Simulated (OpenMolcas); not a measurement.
# Pt3+ in a point-charge field

Pt3+ among 6 point charges of -1.5 e arranged as a trigonal prism (D3h), 2.12 Å from the ion, with a polar angle of 41.2° against the regular 49.1°.
```
   1.3976    0.0000    1.5940  -1.50
  -0.6988    1.2104    1.5940  -1.50
  -0.6988   -1.2104    1.5940  -1.50
   1.3976    0.0000   -1.5940  -1.50
  -0.6988    1.2104   -1.5940  -1.50
  -0.6988   -1.2104   -1.5940  -1.50
```

```yaml
Program: OpenMolcas 26.06
Method: CASSCF
Basis: ANO-RCC-VDZP [7s6p4d2f]
Scalar_Hamiltonian: DKH2, point nucleus
Active_space: 7 electrons in 5 orbitals (5d)
State_averaging: 2S+1 = 4 even, 10 roots; 2S+1 = 2 even, 40 roots
Spin-orbit_coupling: RASSI with atomic mean-field integrals over the reference wave functions
```

The lowest spin-free states (labels of D3, the rotations of D3h), above the lowest:

```
State  Degeneracy  E (cm-1)  Free-ion L (%)
   4E           2       0.0         F (100)
  4A2           1     514.7          P (53)
  4A1           1      3940         F (100)
  4A2           1      3954         F (100)
   4E           2      6239          F (94)
   2E           2     10210          H (37)
  2A2           1     12507          H (80)
  2A1           1     13023          G (90)
   2E           2     14730          H (43)
   2E           2     16474          G (68)
   2E           2     16563          H (43)
   2E           2     16625          G (80)
  2A2           1     19339          G (80)
  2A1           1     19349          G (79)
   2E           2     20153          P (64)
  4A2           1     20569          F (53)
  2A2           1     21951          P (69)
   4E           2     22928          P (94)
   2E           2     24597          H (42)
  2A1           1     25006          H (76)
```

The lowest levels with spin-orbit coupling:

```tsv
E (cm-1)	Degeneracy	Label	2S+1	g
0.0	2	E1/2	4	0.03 0.03 9.44
839.3	2	E1/2	4 (71 %)	1.16 5.48 5.48
904.1	2	E1/2	4 (88 %)	0.02 0.02 6.16
1187	2	E3/2	4 (79 %)	0.00 0.00 3.92
2325	2	E3/2	4 (86 %)	0.00 0.00 11.70
6079	2	E3/2	4 (74 %)	0.00 0.00 3.91
10114	2	E1/2	4	0.20 1.00 1.00
11342	2	E1/2	4	0.02 0.02 8.32
12163	2	E1/2	4 (53 %)	0.41 0.41 0.44
12523	2	E3/2	4 (70 %)	0.00 0.00 2.18
12755	2	E1/2	4 (71 %)	0.00 0.00 6.25
13065	2	E1/2	4	0.02 0.02 5.71
14269	2	E1/2	4 (59 %)	1.60 1.60 2.12
15503	2	E3/2	4 (72 %)	0.00 0.00 3.19
17909	2	E1/2	4 (56 %)	1.45 2.92 2.92
19766	2	E3/2	2 (76 %)	0.00 0.00 3.15
20161	2	E1/2	2	1.39 5.73 5.73
20917	2	E3/2	2	0.00 0.00 3.74
21623	2	E3/2	4 (54 %)	0.00 0.00 3.27
21932	2	E3/2	2 (87 %)	0.00 0.00 10.13
```

Powder χT (cm3 K/mol): 2.79 at 2 K, 2.81 at 10 K, 2.94 at 50 K, 3.09 at 100 K, 3.39 at 200 K, 3.67 at 300 K. The effective moment at 300 K is 2.828 √(χT) = 5.42 μB.

The lowest level has 2S+1 = 4, for which the spin-only value is χT = S(S+1) / 2 = 1.875 cm3 K/mol (g = 2). The computed 3.669 at 300 K differs by +1.794, through orbital momentum, spin-orbit coupling and any other state in reach.

An orbital doublet at a regular site is open to a Jahn-Teller distortion, which this geometry leaves out. Without dynamic correlation the repulsion within the d shell is too large (B by tens of per cent), so at a given field states of lower spin stand too high. This shell can be high or low spin here, a state of another spin lies low, and with metal d orbitals alone active their balance is uncertain, so the ground spin may be wrong. Point charges give a weaker field than real ligands, and real ions of this kind are as a rule low spin; the high spin found here belongs to the model. Point charges carry no covalency, so the field is a model and not that of real ligands. No measured value stands beside these numbers.
